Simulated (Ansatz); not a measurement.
Energy needed to pull apart CHClGaN (SMILES N#[C][GaH][Cl]), closed shell, into free ground-state atoms, from the structure below (displaced at random from a GFN2-xTB minimum); no zero-point or spin–orbit terms; open-shell atoms are treated unrestricted, in their ground-state multiplicity.

```
5
angstrom
N 1.3179 -1.6218 1.5817
C 0.6563 -0.6761 0.8289
Ga -0.3167 0.5204 -0.4656
Cl -1.9863 -0.3138 -1.4677
H 0.4372 2.0658 -0.5815
```

Program: Ansatz 0.2.0. Basis: def2-TZVPP. Cores are frozen in the correlated methods. Filled d shells of the heavier atoms are correlated. The def2 sets are not built for correlating such inner shells, so the correlated values are less sure here.

| method | atomization energy (kcal/mol) |
| --- | --- |
| PBE-D4 | 403.0 |
| r2SCAN-D4 | ? |
| PBE0-D4 | 378.5 |
| BHLYP-D4 | 346.2 |
| LC-wPBE | 372.0 |
| wB97M-V | 377.8 |
| HF | 219.0 |
| MP2 | 402.2 |
| CCSD | ? |
| CCSD(T) | 377.4 |

Q: What does CCSD give? (To be estimated.)

A: By the calculation: 359.9 kcal/mol, which is about 17.6 kcal/mol less than CCSD(T)/def2-TZVPP.

Q: What does r2SCAN-D4 give? (An estimate is asked for; the value comes from the calculation.)

A: By the calculation: 381.9 kcal/mol, which is about 4.4 kcal/mol more than CCSD(T)/def2-TZVPP.

In triple zeta the MP2 and coupled-cluster atomization energies are still short of their basis limit by a few kcal/mol a bond, whereas those of the functionals are nearly converged, so these differences are not deviations from converged CCSD(T).

T1 diagnostic: at most 0.018. The restricted Hartree–Fock reference is unstable towards an unrestricted one here.

For scale, one of the runs: CCSD(T)/def2-TZVPP forces, 166 basis functions (an equivalent command: `ansatz run in.yaml --threads 8`). Hardware: 8 CPU threads, shared host. Wall time 59 s; peak host memory 2.7 GiB.
